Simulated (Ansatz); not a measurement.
Program: Ansatz. Geometries: PBE0-D4/def2-TZVP. ΔE: electronic, gas phase. CCSD(T)/CBS adds triple-zeta CCSD(T) − MP2 to the extrapolated MP2 energy (def2 sets, frozen cores). This one scheme is used for every species. Functionals use def2-TZVPP. B3LYP here is the variant with VWN-RPA as its local correlation; programs differ in this. One conformer a species, not always the lowest.

Reaction (formal exchange of groups at the Si–C bond): `B[SiH2]C(=N)O` + `O[BH][AlH2]` → `B[SiH2][B](O)[AlH2]` + `N=CO`

CCSD(T)/CBS gives -6.8 kJ/mol.

Question: Another level gave -1.4 kJ/mol. Which?
A. ωB97X-V/def2-TZVPP
B. PBE0-D4/def2-TZVPP
C. r2SCAN/def2-TZVPP
D. B3LYP-D4/def2-TZVPP

Answer: A. ωB97X-V -1.4, PBE0-D4 -29.4, B3LYP-D4 -10.9, r2SCAN -34.2 kJ/mol.

Largest T1 diagnostic among the species: 0.020, so the coupled-cluster value is less sure than usual.

From PBE to PBE0 (25 % exact exchange), in def2-TZVPP and without D4, ΔE moves by +13.7 kJ/mol. In def2-TZVPP, CCSD(T) changes the Hartree–Fock value by −37.6 kJ/mol (the triples alone add −7.5 kJ/mol) and MP2 by −31.1 kJ/mol. The D4 term adds −3.5 kJ/mol with B3LYP and −2.0 kJ/mol with PBE0; it sums over pairs of atoms, weighted by their polarisabilities, and B3LYP, whose exchange is more repulsive, gets the larger term.
